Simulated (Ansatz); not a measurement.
Consider the redistribution: `B[O][AlH][NH2]` + `CS[SiH2][SiH3]` → `CS[SiH2][AlH][NH2]` + `BO[SiH3]`.

Computed with Ansatz on PBE0-D4/def2-TZVP structures; ΔE is electronic, products minus reactants. CCSD(T)/CBS adds triple-zeta CCSD(T) − MP2 to the extrapolated MP2 energy (def2 sets, frozen cores). DFT in def2-TZVPP. Each species was taken in one conformer, which may not be the lowest.

`B[O][AlH][NH2]`:

```xyz
9

B     1.511    0.257   -1.537
O     0.408    0.070   -0.816
Al   -0.999   -0.175    0.081
N    -0.879   -0.144    1.835
H     1.825    1.372   -1.871
H     2.189   -0.690   -1.849
H    -2.361   -0.420   -0.660
H    -0.034    0.009    2.361
H    -1.660   -0.278    2.455
```

`CS[SiH2][SiH3]`:

Z-matrix (Å, degrees):
```
C
S 1 1.816
H 1 1.090 2 111.0
H 1 1.090 2 111.0 3 -122.6
H 1 1.090 2 106.8 3 118.7
Si 2 2.128 1 100.1 3 61.3
Si 6 2.338 2 107.2 1 -179.9
H 6 1.491 2 110.5 1 -59.0
H 6 1.491 2 110.5 1 59.2
H 7 1.486 6 110.2 2 -59.9
H 7 1.488 6 109.4 2 -179.7
H 7 1.486 6 110.2 2 60.6
```

`CS[SiH2][AlH][NH2]`:

Z-matrix (Å, degrees):
```
C
S 1 1.814
H 1 1.092 2 111.7
H 1 1.090 2 106.9 3 118.8
H 1 1.091 2 110.9 3 -122.7
Si 2 2.151 1 99.8 3 58.2
Al 6 2.450 2 106.7 1 -62.5
H 6 1.489 2 103.8 1 177.2
H 6 1.496 2 109.4 1 62.6
N 7 1.771 6 117.2 2 80.0
H 7 1.586 6 125.4 2 -93.6
H 10 1.008 7 124.7 6 -174.8
H 10 1.007 7 125.2 6 8.9
```

`BO[SiH3]`:

```xyz
8

B    -1.181   -0.778    0.667
O     0.130   -0.501    0.530
Si    0.951    0.549   -0.457
H    -1.992   -0.205   -0.014
H    -1.501   -1.601    1.477
H    -0.002    1.285   -1.326
H     1.894   -0.243   -1.281
H     1.700    1.493    0.405
```

| level | ΔE (kcal/mol) |
| --- | --- |
| r2SCAN-D4 | 14.2 |
| HF/def2-TZVPP | 13.5 |
| SCS-MP2/def2-TZVPP | 13.0 |
| CCSD/def2-TZVPP | 13.2 |

Question: What does CCSD(T)/CBS give? (Best estimate.)

Answer: Computed: +13.0 kcal/mol. The listed levels differ from it by 1.2, 0.5, 0.0, 0.2 kcal/mol.

Largest T1 diagnostic among the species: 0.013.
